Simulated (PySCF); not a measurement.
Task: What does the GFN2-xTB structure of `COc1ccsc1` look like in three dimensions?

Result: 
```
atom  x, y, z in Å
C1     2.2124    0.0297   -0.0047
O2     1.0723    0.8463   -0.1096
C3    -0.1330    0.2259   -0.0353
C4    -1.3270    0.9993   -0.1146
C5    -2.4421    0.2391   -0.0180
S6    -2.0774   -1.4294    0.1676
C7    -0.3851   -1.1047    0.1159
H8     2.2527   -0.7029   -0.8177
H9     2.2373   -0.4977    0.9547
H10    3.0687    0.6984   -0.0739
H11   -1.3172    2.0657   -0.2387
H12   -3.4656    0.5541   -0.0435
H13    0.2997   -1.9233    0.2001
```

Orientation and origin are arbitrary. Atoms count from 1 in this order. The C–C distances run from 1.353 Å (C4–C5, aromatic) to 1.425 Å (C3–C4, aromatic), a spread of 0.072 Å. The 2 C–O bonds span 1.358 Å (O2–C3, drawn single) to 1.406 Å (C1–O2, drawn single), a spread of 0.048 Å. The 7 heavy atoms lie in one plane (0.006 Å rms). The 5-membered ring C3–C4–C5–S6–C7 has internal angles of 91.3° to 112.4°; it is planar, 0.00 Å rms from its mean plane, widest ring torsion 0°.

Bonds between heavy atoms (Å): C1–O2 1.406, O2–C3 1.358, C3–C4 1.425, C4–C5 1.353, C5–S6 1.718, S6–C7 1.724, C3–C7 1.363.

The geometry is computed with GFN2-xTB (gas phase).

Point group: Cs (every atom within 0.08 Å of its image). Not checked by GFN2-xTB frequencies. One conformer, not necessarily the lowest (C1–O2–C3–C4 179°).
